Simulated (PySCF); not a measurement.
Si(H)3(OMe), SMILES O(C)[SiH3] (CH6OSi), B3LYP/def2-SVP optimised geometry.

```
9

Si    -0.38     0.69     0.00
O     -0.98    -0.03    -1.38
C     -0.74    -1.36    -1.76
H     -0.89     2.09     0.00
H     -0.85    -0.02     1.23
H      1.11     0.69     0.00
H     -1.11    -2.09    -1.01
H     -1.27    -1.56    -2.71
H      0.33    -1.56    -1.93
```

Density from B3LYP/def2-TZVP (PySCF 2.14.0) at that geometry.

Minimum of the electron density along straight lines between bonded atoms, close to the bond critical point (lines longer than 1.1 times the sum of covalent radii, or with two minima, are not listed):

```
bond    length / Å  ρ at the minimum / e bohr⁻³  ∇²ρ there / e bohr⁻⁵  position (fraction from the first atom)
------  ----------  ---------------------------  --------------------  ---------------------------------------
Si1–O2       1.666                        0.132                  0.74                                     0.41
O2–C3        1.408                        0.258                 -0.55                                     0.65
Si1–H4       1.485                        0.124                  0.14                                     0.49
Si1–H5       1.496                        0.121                  0.13                                     0.49
Si1–H6       1.496                        0.121                  0.13                                     0.49
C3–H7        1.107                        0.276                 -0.95                                     0.65
C3–H8        1.102                        0.281                 -0.98                                     0.65
C3–H9        1.107                        0.276                 -0.95                                     0.65
```
